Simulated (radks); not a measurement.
Values are calculated unless marked as measured or tabulated.
Problem. Excited configurations of neutral osmium: one electron is placed in a higher orbital outside [Xe] 4f14 5d6 6s1. The ground configuration is [Xe] 4f14 5d6 6s2. Code: a radial shooting solver on a logarithmic mesh with Libxc functionals. Model: Dirac Kohn-Sham, PBE, spin-unpolarised, spherical densities, finite nucleus; open shells are shared between the two j in proportion to 2j + 1; Fermi nuclear charge, rms radius 5.4126 fm. Excitation = E - E(ground); binding = E(ion) - E, where the ion is the core of charge +1; n* = 1/sqrt(2 binding) in atomic units, and the quantum defect is n - n*. Eigenvalue and <r> are those of j = l + 1/2.

| outer orbital | excitation (eV) | binding (eV) | n* | quantum defect | eigenvalue (eV) | <r> (bohr) |
|---|---|---|---|---|---|---|
| 5f | 8.666 | 0.914 | 3.857 | 1.143 | -0.433 | 17.21 |
| 6d | 7.987 | 1.594 | 2.922 | 3.078 | -0.714 | 10.36 |
| 6f | 8.947 | 0.634 | 4.632 | 1.368 | -0.366 | 29.08 |
| 7s | 6.982 | 2.599 | 2.288 | 4.712 | -1.516 | 8.317 |
| 7p | 7.768 | 1.813 | 2.740 | 4.260 | -1.000 | 11.24 |
| 7d | 8.580 | 1.001 | 3.687 | 3.313 | -0.557 | 19.28 |
| 7f | 9.122 | 0.459 | 5.443 | 1.557 | -0.287 | 43.54 |

Estimate the row for 6p.

Solution. excitation (eV) 5.004; binding (eV) 4.577; n* 1.724; quantum defect 4.276; eigenvalue (eV) -1.945; <r> (bohr) 4.555. The Delta-SCF ionisation energy is 9.581 eV (NIST Atomic Spectra Database: 8.438 eV, measured). Self-interaction in the functional shifts the binding energies and quantum defects, so they are the method's values and not measured ones. Spin polarisation and multiplet splitting are left out, so open shells lie too high by an amount that depends on their filling. Sharing an open shell by 2j + 1 raises it above the true ground level by a part of the spin-orbit splitting, which enters the differences from NIST.

Beside tabulated values, note that spin-unpolarised runs miss the spin-polarisation part of the exchange energy of open shells.
